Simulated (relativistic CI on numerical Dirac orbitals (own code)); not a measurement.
Hf3+: what numerical and physical settings do to a radial Dirac CI calculation

Reference input:

```
atom Hf  Z=72  charge=3  electrons=69
nucleus A=180  rms_radius_fm=5.3470
hamiltonian dirac-coulomb  breit=on  qed=on  c_scale=1
orbitals kli  potential=per-configuration
slater_scale 1
correlation none
mixing on
grid step=0.0125 r_max=64.9
scf mixing=0.4 start=green max_iterations=150 tolerance=2e-08 node_fill=0.05
configurations
  [Xe] 4f14 5d
  [Xe] 4f14 6s
  [Xe] 4f14 6p
end
```

Computed lowest total energy -15061.06489 Ha, first excitation 3930.1 cm⁻¹, 38 SCF steps. Runs with settings changed; * marks those that are bad on purpose:

| Changed | Outcome | Lowest level | ΔE (Ha) | First excitation (cm⁻¹) | SCF steps | Message |
| --- | --- | --- | --- | --- | --- | --- |
| Breit term off, SCF tolerance 1e-10, SCF mixing 0.9 | converged | 5d ²D3/2 | -15.6 | 4068.4 | 50 |  |
| nuclear radius 4.8123 fm, SCF tolerance 0.0001, iteration limit 20 | converged | 5d ²D3/2 | -0.33 | 3930.1 | 30 |  |
| nuclear radius 5.8817 fm | converged | 5d ²D3/2 | 0.353 | 3930.2 | 38 |  |
| SCF mixing 0.9 | converged | 5d ²D3/2 | 8.9e-09 | 3930.1 | 46 |  |
| Slater scale 5 * | converged | 5d ²D3/2 | 0 | 3930.1 | 38 |  |
| SCF tolerance 0.3 * | converged | 5d ²D3/2 | 0.801 | 4503.7 | 9 |  |

With so few configurations and no correlation, terms lie too far apart (by 10 to 50 % near neutrality), their order can be wrong, and levels of other configurations are missing.
